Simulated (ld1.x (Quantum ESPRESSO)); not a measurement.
# boron (B) TM: all-electron and pseudo phase curves

```json
{
 "Element": "B (Z = 5)",
 "Generator": "ld1.x (Quantum ESPRESSO) 7.5",
 "Type": "norm-conserving Troullier–Martins (Kleinman–Bylander form)",
 "Functional": "PBE",
 "Relativity": "non-relativistic",
 "Frozen core": "[He]",
 "Valence charge": "3",
 "Reference configuration": "2s2 2p0.5 (charge +0.5)",
 "Partial waves": "2s (bound): rc 1.10 bohr; 2p (bound): rc 3.80 bohr; 3d channel at 0.25 Ry: rc 2.95 bohr",
 "Local potential": "the d channel",
 "Core correction": "Bessel-smoothed model core inside 1.10 bohr"
}
```

The phase is arctan(r·u′/u) with u = r·R(r), unwrapped; energies in Ry, scanned from -3 to 5 Ry. A pole is an energy at which the radial function vanishes at the test radius. The pseudo phase is shifted by a multiple of π to meet the all-electron one at the reference energy, and phase errors are pseudo minus all-electron; the curves can meet again beyond the range given. Levels narrower than the energy grid can be missing from the lists of poles.

Problem. For each channel, where are the poles, and over which energies does the pseudopotential scatter like the atom?

Solution.

```json
{"channel": "s", "radius (bohr)": "4.09", "reference energy (Ry)": "-1.04", "poles, all-electron": "-0.99, 1.26, 4.71", "poles, pseudo": "-0.99, 1.21, 4.36", "unbroken range about the reference energy with phases within 0.05 rad": "below 2.1", "phase error 1 Ry above the reference energy (rad)": "-0.011"}
{"channel": "p", "radius (bohr)": "4.09", "reference energy (Ry)": "-0.59", "poles, all-electron": "-0.52, 1.38, 4.47", "poles, pseudo": "-0.52, 1.68", "unbroken range about the reference energy with phases within 0.05 rad": "below 0.1", "phase error 1 Ry above the reference energy (rad)": "+0.379"}
{"channel": "d", "radius (bohr)": "4.09", "reference energy (Ry)": "0.25", "poles, all-electron": "0.92, 3.41", "poles, pseudo": "0.92, 3.51", "unbroken range about the reference energy with phases within 0.05 rad": "below 1.8", "phase error 1 Ry above the reference energy (rad)": "+0.002"}
```

Phases in the p channel:

```json
{"E (Ry)": "-3.00", "all-electron": "1.421", "pseudo": "1.421"}
{"E (Ry)": "-2.76", "all-electron": "1.414", "pseudo": "1.414"}
{"E (Ry)": "-2.52", "all-electron": "1.405", "pseudo": "1.406"}
{"E (Ry)": "-2.28", "all-electron": "1.395", "pseudo": "1.395"}
{"E (Ry)": "-2.04", "all-electron": "1.383", "pseudo": "1.383"}
{"E (Ry)": "-1.80", "all-electron": "1.368", "pseudo": "1.368"}
{"E (Ry)": "-1.56", "all-electron": "1.347", "pseudo": "1.347"}
{"E (Ry)": "-1.32", "all-electron": "1.318", "pseudo": "1.318"}
{"E (Ry)": "-1.08", "all-electron": "1.268", "pseudo": "1.269"}
{"E (Ry)": "-0.84", "all-electron": "1.140", "pseudo": "1.142"}
{"E (Ry)": "-0.60", "all-electron": "-1.106", "pseudo": "-1.106"}
{"E (Ry)": "-0.36", "all-electron": "-1.775", "pseudo": "-1.770"}
{"E (Ry)": "-0.12", "all-electron": "-1.947", "pseudo": "-1.929"}
{"E (Ry)": "0.12", "all-electron": "-2.245", "pseudo": "-2.173"}
{"E (Ry)": "0.36", "all-electron": "-3.232", "pseudo": "-2.885"}
{"E (Ry)": "0.60", "all-electron": "-4.218", "pseudo": "-4.004"}
{"E (Ry)": "0.84", "all-electron": "-4.504", "pseudo": "-4.403"}
{"E (Ry)": "1.08", "all-electron": "-4.625", "pseudo": "-4.555"}
{"E (Ry)": "1.32", "all-electron": "-4.697", "pseudo": "-4.637"}
{"E (Ry)": "1.56", "all-electron": "-4.753", "pseudo": "-4.691"}
{"E (Ry)": "1.80", "all-electron": "-4.807", "pseudo": "-4.733"}
{"E (Ry)": "2.04", "all-electron": "-4.872", "pseudo": "-4.771"}
{"E (Ry)": "2.28", "all-electron": "-4.976", "pseudo": "-4.810"}
{"E (Ry)": "2.52", "all-electron": "-5.220", "pseudo": "-4.858"}
{"E (Ry)": "2.76", "all-electron": "-6.240", "pseudo": "-4.926"}
{"E (Ry)": "3.00", "all-electron": "-7.344", "pseudo": "-5.047"}
{"E (Ry)": "3.24", "all-electron": "-7.604", "pseudo": "-5.364"}
{"E (Ry)": "3.48", "all-electron": "-7.705", "pseudo": "-6.503"}
{"E (Ry)": "3.72", "all-electron": "-7.761", "pseudo": "-7.358"}
{"E (Ry)": "3.96", "all-electron": "-7.799", "pseudo": "-7.590"}
{"E (Ry)": "4.20", "all-electron": "-7.827", "pseudo": "-7.687"}
{"E (Ry)": "4.44", "all-electron": "-7.851", "pseudo": "-7.742"}
{"E (Ry)": "4.68", "all-electron": "-7.874", "pseudo": "-7.779"}
{"E (Ry)": "4.92", "all-electron": "-7.896", "pseudo": "-7.806"}
```
